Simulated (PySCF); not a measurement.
These are r2SCAN-D4/def2-TZVP run with PySCF 2.14.0 values and carry that method's errors. Isolated molecules, 0 K electronic values unless said otherwise. 

Reference species (SMILES): `[OH][Sn]([Cl])([Cl])[Cl]` (neutral, multiplicity 1).

S1 oscillator strength: 0.003
HOMO–LUMO gap: 4.80 eV
LUMO: -3.62 eV

After one change: the S1 oscillator strength hardly moves; the HOMO–LUMO gap decreases by 0.10 eV; the LUMO falls by 0.39 eV.

Task: Which change was made? The new species is one of these.
A) `[OH][Sn]([OH])([OH])[OH]`
B) `[OH][Sn]([OH])([OH])[Cl]`
C) `[Cl][Sn]([Cl])([Cl])[Cl]`

Result: C, `[Cl][Sn]([Cl])([Cl])[Cl]`
